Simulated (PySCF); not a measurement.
PySCF 2.14 output of an unrestricted PBE0 calculation on a single atom or ion in aug-cc-pVTZ-PP with one added diffuse shell each of s, p, d, f, g type with ECP28MDF (7s7p6d4f3g, 113 functions), with scalar relativity through the core potential:

```
SCF conv_tol = 1e-09
number electrons alpha = 9  beta = 4
    C. Adamo and V. Barone.,  J. Chem. Phys. 110, 6158 (1999)
    M. Ernzerhof and G. E. Scuseria.,  J. Chem. Phys. 110, 5029 (1999)
cycle= 1 E= -56.5426166354913  delta_E= -0.00426  |g|= 0.0112  |ddm|= 0.197
cycle= 2 E= -56.5427403226703  delta_E= -0.000124  |g|= 0.00593  |ddm|= 0.071
cycle= 3 E= -56.542768946788  delta_E= -2.86e-05  |g|= 0.00156  |ddm|= 0.0245
cycle= 4 E= -56.5427856057116  delta_E= -1.67e-05  |g|= 0.000911  |ddm|= 0.018
cycle= 5 E= -56.5428057518707  delta_E= -2.01e-05  |g|= 0.000688  |ddm|= 0.021
cycle= 6 E= -56.5428244653203  delta_E= -1.87e-05  |g|= 0.000321  |ddm|= 0.0381
cycle= 7 E= -56.5428250245283  delta_E= -5.59e-07  |g|= 5.21e-05  |ddm|= 0.00563
cycle= 8 E= -56.5428250561296  delta_E= -3.16e-08  |g|= 9.81e-06  |ddm|= 0.00158
cycle= 9 E= -56.5428250563321  delta_E= -2.03e-10  |g|= 6.13e-07  |ddm|= 0.000102
converged SCF energy = -56.5428250563321  <S^2> = 8.751352  2S+1 = 6.0004506
```

The run itself started from symmetry-adapted Hartree-Fock orbitals and held the occupation by maximum overlap, on a logarithmic radial grid, so the iterations belong to that start.

**Question.** Which element, charge and spin multiplicity is this?

**Answer.** Nb (niobium, neutral), multiplicity 6; the state was [Kr] 4d3 5s1 5p1, one real determinant (an excited configuration).

⟨L²⟩ = 13.97 against 20 for a pure G term, so this real determinant mixes terms. Energies and moments cover only the electrons outside the core potential.
